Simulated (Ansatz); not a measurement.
Stepwise reaction of `CO[Si](S)(Cl)Cl` with hydrogen, as a gas-phase model of exchange steps in deposition or etching. ΔE in kJ/mol.

Program: Ansatz. Geometries: PBE0-D4/def2-TZVP. ΔE: electronic, gas phase. CCSD(T)/CBS adds triple-zeta CCSD(T) − MP2 to the extrapolated MP2 energy (def2 sets, frozen cores). This one scheme is used for every species. DFT in def2-TZVPP. B3LYP here is the variant with VWN-RPA as its local correlation; programs differ in this. One conformer a species, not always the lowest.

| step | reaction | PBE-D4 | B3LYP-D4 | ωB97M-V | CCSD(T)/CBS |
| --- | --- | --- | --- | --- | --- |
| 2 | `CO[SiH](S)Cl` + H₂ → `CO[SiH2]S` + HCl | 91.8 | 90.4 | 92.1 | 90.8 |

(1) Give the row of step 1, `CO[Si](S)(Cl)Cl` + H₂ → `CO[SiH](S)Cl` + HCl. (Estimate.)

(2) By hand: ΔE of the 2 steps together at CCSD(T)/CBS.

Answers

(1) The calculation gave: 
```json
{"step": "1", "reaction": "`CO[Si](S)(Cl)Cl` + H₂ → `CO[SiH](S)Cl` + HCl", "PBE-D4": "83.8", "B3LYP-D4": "82.8", "ωB97M-V": "83.9", "CCSD(T)/CBS": "82.3"}
```

(2) (82.3) + (90.8) = 173.1 kJ/mol, or 86.5 kJ/mol a step.

In ΔE each step is higher than the one before. All are uphill at CCSD(T)/CBS. PBE-D4 differs from CCSD(T)/CBS by 1.0 to 1.5 kJ/mol a step. Isolated molecules leave out the surface, adducts and barriers. Largest T1 diagnostic: 0.011.
